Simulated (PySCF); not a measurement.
## C₆ coefficients of unlike pairs at PBE0

Calculated with PySCF 2.14 from the dipole response of each species, C₆(A,B) = (3/π) ∫ α_A(iu) α_B(iu) du, in atomic units, from isotropic polarisabilities. For ions this is the dispersion term alone; charge-induced terms of lower order in 1/R come first.

```tsv
species	configuration	basis	relativity	α (bohr³)	C₆ (like pair)
Si	[Ne] 3s2 3p2 (3P)	aug-cc-pV(Q+d)Z (7s6p5d3f2g)	none	39.85	325.6
W	[Xe] 4f14 5d4 6s2 (5D)	aug-cc-pwCVTZ-PP with ECP60MDF (8s8p7d4f3g)	core potential	75.02	923.2
Rb+	[Kr] (1S)	def2-QZVPPD with the def2 core potential (28 electrons) (7s5p4d3f)	core potential	8.696	51.68
Cr(3+)	[Ar] 3d3 (4F)	x2c-TZVPPall with one added diffuse shell each of s, p, d, f type (7s6p5d3f1g)	spin-free X2C	2.091	5.205
```

Problem. Estimate C₆ for Cr(3+) with W.

Solution. The integral gives 50.32. The combination rule 2 C_A C_B / (C_A α_B/α_A + C_B α_A/α_B) gives 45.23 and the geometric mean 69.32.

No spin-orbit coupling is included.

The other pairs:

```json
{"pair": "Rb+, Si", "C₆": "111.5"}
{"pair": "Cr(3+), Si", "C₆": "29.85"}
{"pair": "W, Si", "C₆": "545.8"}
{"pair": "Cr(3+), Rb+", "C₆": "15.68"}
{"pair": "Rb+, W", "C₆": "185.5"}
```
